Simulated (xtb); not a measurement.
CH₉NSi₂, SMILES [SiH2](C)N[SiH3]. All values are semi-empirical tight-binding results from xtb (GFN2-xTB unless named), good for trends rather than for accurate numbers. Geometry: GFN2-xTB. The values are those of a single conformer.

Question: Estimate the properties. (An estimate is asked for; the answer gives what the named calculation found.)

Answer: 
orbital gap: 5.20 eV
dipole moment: 0.22 D
zero-point energy: 57.8 kcal/mol
G − E(el) at 298.15 K (modified RRHO): 37.6 kcal/mol
static polarisability (D4 model): 82.0 bohr³
solvation energy, GFN2-xTB/ALPB(water): 0.2 kcal/mol
solvation energy, GFN2-xTB/ALPB(hexane): -1.9 kcal/mol
